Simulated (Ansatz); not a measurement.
Molecule: sum formula H8Si3NO (charge 0, doublet). It need not be the lowest isomer of its formula. 
Geometry from a B3LYP-D3(BJ)/def2-TZVP (Ansatz, a program for electronic structure) optimisation:
SMILES: O([SiH3])[SiH2]N[SiH2]
```xyz
13

Si    -0.2415    -1.0190    -0.8183
N     -1.1331    -0.7054     0.6290
Si    -2.0434     0.7111     1.0593
O      1.2797    -0.4094    -0.7757
Si     2.1545     0.8212    -0.1325
H     -0.1152    -2.4797    -0.9866
H     -0.9725    -0.3829    -1.9309
H     -0.9747    -1.3590     1.3860
H     -2.4496     1.3626    -0.2144
H     -3.2400     0.3095     1.8538
H      1.3893     2.0890    -0.2015
H      3.4066     0.9529    -0.9066
H      2.4755     0.5326     1.2842
```
Charge 0, spin multiplicity 2.

Atomisation energy built up term by term with Ansatz (kcal/mol; UHF references for open shells; valence terms freeze the core; atomic spin-orbit terms are left out). CBS(X,Y): correlation extrapolated as X^-3; Hartree-Fock from the larger set.

```
term                                            basis  kcal/mol
-----------------------  ----------------------------  --------
Hartree-Fock                              cc-pV(Q+d)Z    761.22
CCSD correlation         CBS(cc-pV(T+d)Z,cc-pV(Q+d)Z)         ?
(T)                      CBS(cc-pV(T+d)Z,cc-pV(Q+d)Z)         ?
core correlation                            cc-pwCVTZ      0.52
scalar relativity (X2C)    cc-pVTZ-DK against cc-pVTZ     -2.71
sum: De                                                       ?
```

Task: Complete the blanks.

Result: 
- CCSD correlation, kcal/mol: 254.21
- (T), kcal/mol: 12.98
- sum: De, kcal/mol: 1026.2
